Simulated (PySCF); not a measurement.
B3LYP has the VWN-RPA correlation part, as in Gaussian. Delta-SCF ions had no search for a lower state. Excitations are Tamm–Dancoff values on a coarser integration grid. The basis has no diffuse functions, so Rydberg states are missing or too high.

Cartesian coordinates (Å):
```xyz
8

N      2.5898    -0.9409     0.0651
C      1.6678    -0.2482    -0.0183
N      0.5750     0.5098    -0.1072
Si    -1.0677    -0.0992     0.0546
H      0.7454     1.4908    -0.2738
H     -1.2611    -0.6911     1.3932
H     -1.3334    -1.1158    -0.9821
H     -1.9156     1.0947    -0.1316
```
Charge 0, multiplicity 1.

### Question
Estimate the S1 excitation (TDA), S1–T1 gap (TDA), dipole moment, HOMO, total energy, vertical ionisation energy (Delta-SCF), HOMO–LUMO gap and T1 excitation (TDA) that B3LYP-D3(BJ)/def2-TZVP (PySCF) returns for this input.

### Answer

```json
{
 "S1 excitation (TDA)": "5.80 eV",
 "S1–T1 gap (TDA)": "0.28 eV",
 "dipole_moment": "4.65 D",
 "HOMO": "-7.59 eV",
 "total_energy": "-11962.24 eV",
 "vertical ionisation energy (Delta-SCF)": "10.06 eV",
 "HOMO–LUMO gap": "6.83 eV",
 "T1 excitation (TDA)": "5.52 eV"
}
```
